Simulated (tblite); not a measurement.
Compound: C5H11OS (doublet state).
Z-matrix (Å and degrees, GFN2-xTB geometry), rows numbered from 1:
```
C 
C   1  1.5220
C   2  1.5244  1  111.47
O   3  1.4097  2  108.11  1  -177.96
C   4  1.3627  3  119.11  2  -179.82
C   5  1.4913  4  113.31  3   178.45
S   5  1.7565  4  121.24  3    33.02
H   1  1.0867  2  110.20  3  -179.53
H   1  1.0877  2  110.59  3   -59.56
H   1  1.0878  2  110.63  3    60.60
H   2  1.0910  1  110.20  3   120.71
H   2  1.0910  1  110.18  3  -120.47
H   3  1.1006  2  110.05  1   -57.74
H   3  1.1002  2  110.43  1    61.86
H   6  1.0940  5  112.05  4   -61.06
H   6  1.0893  5  109.19  4    57.82
H   6  1.0863  5  109.65  4   177.95
H   7  1.3434  5   97.57  4   -66.04
```

Computed with GFN2-xTB (tblite): harmonic, unscaled wavenumbers at the GFN2-xTB geometry, gas phase. Against measured fundamentals such values can be off by several per cent, at times by over 20. Modes of hydrogen on sulfur can be 10 to 20 % off. One conformer, not necessarily the lowest. Open shells enter through the occupations alone, without spin polarisation, and single modes of such species can be off by tens of per cent.

Harmonic wavenumbers (cm⁻¹): 51.0, 67.2, 94.1, 109.7, 129.4, 222.9, 231.7, 280.3, 289.3, 352.7, 410.3, 479.8, 636.8, 794.1, 852.7, 906.0, 941.2, 957.0, 1012.2, 1076.4, 1099.5, 1124.5, 1144.6, 1174.9, 1226.4, 1243.8, 1266.3, 1298.3, 1359.6, 1389.0, 1415.5, 1450.0, 1468.7, 1477.7, 1492.1, 1501.0, 1503.0, 2294.1, 2852.5, 2882.7, 2928.7, 2990.4, 3002.0, 3008.5, 3034.4, 3038.2, 3048.8, 3051.4.

A = 4164, B = 997.1, C = 827.7 MHz; mass 119.053 u (most abundant isotopes); point group C1, symmetry number 1; spin multiplicity 2.

**Question.** What is the zero-point energy?

**Answer.** ½Σν̃ = 32331 cm⁻¹ = 92.44 kcal/mol.

**Question.** Entropy at 500 K, 1 bar (ideal gas, RRHO, classical rotation)?

**Answer.** Translation 42.83, rotation 30.47, vibration 48.49, spin (R ln 2) 1.38: S = 123.2 cal/(mol K).

**Question.** And Cp and H(500 K) − H(0)?

**Answer.** Cp = 51.90 cal/(mol K), of which vibrations give 43.95 (their classical limit is 48 R = 95.4); H(500 K) − H(0) = 15.82 kcal/mol without the zero-point energy, 11.85 from vibrations.

**Question.** Blend soft modes into free rotors: weight 1/[1 + (100 cm⁻¹/ν̃)⁴] for the oscillator and the rest for a rotor with moment μB/(μ + B), μ = h/(8π²ν), B = 10⁻⁴⁴ kg m². What vibrational entropy results?

**Answer.** 44.29 cal/(mol K) in place of 48.49, which changes −T·S at 500 K by +2.10 kcal/mol.

**Question.** How do the functions run with temperature in this model?

**Answer.** 
```tsv
T (K)	S (cal/(mol K))	Cp (cal/(mol K))	H − H(0) (kcal/mol)	G − H(0) (kcal/mol)	ln q(vib)
150	80.6	24.4	2.50	-9.60	3.43
250	94.8	31.9	5.31	-18.40	6.22
298.15	100.8	35.7	6.94	-23.11	7.49
400	112.5	44.2	11.01	-33.97	10.05
600	133.2	58.5	21.35	-58.58	14.83
900	159.9	72.9	41.24	-102.68	21.48
```

q(vib) and H(0) count from the zero-point level.

Hindered rotation and anharmonicity are outside this model. Other conformers, if any are populated, would add a mixing term that is left out. The structure is chiral; the term R ln 2 for an equal mix with its mirror image is left out.

On one thread of an Arm Neoverse V1, no GPU, shared host with 32 logical CPUs at a one-minute load of 16, this took 0.57 s of wall time. This covers the Hessian and the dipole derivatives.
